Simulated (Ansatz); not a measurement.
input.yaml

```yaml
crystal:
  periodic: [false, false, false]
  atoms:
    - { symbol: B, position_ang: [0.0, 0.0, 0.0] }
    - { symbol: "N", position_ang: [0.0, 0.0, 1.9] }
    - { symbol: H, position_ang: [-0.877, -0.2713, 2.43] }
    - { symbol: H, position_ang: [0.877, 0.2713, 2.43] }
    - { symbol: O, position_ang: [1.2211, 0.0, -0.705] }
    - { symbol: H, position_ang: [1.5209, -0.9519, -0.8599] }
    - { symbol: H, position_ang: [-1.0305, 0.0, -0.595] }
    - { symbol: Br, position_ang: [-0.2927, 2.2013, 0.7379] }
    - { symbol: H, position_ang: [-0.1505, 1.1322, 1.8085] }
basis:
  gaussian: { orbitals: def2-SVP }
hamiltonian:
  xc: pbe0
relax:
  f_tol: 0.15
  max_steps: 25
  restrain:
    - { distance: [0, 7], at: 2.04, k: 30.0 }
    - { distance: [8, 1], at: 1.06, k: 30.0 }
    - { distance: [0, 1], at: 2.75, k: 30.0 }
    - { distance: [8, 7], at: 2.75, k: 30.0 }
```

Run as:

```bash
$ ansatz run input.yaml --threads 2 --pin off --max-ram 3072MiB --backend cpu --events-out ev --progress --plain --runs-dir out
```

Hardware: 2 threads of Arm Neoverse V1 (shared host).

Roughly how long does this run take, and how much memory?

31 s, with a peak of 0.22 GiB, for 11 ionic steps.
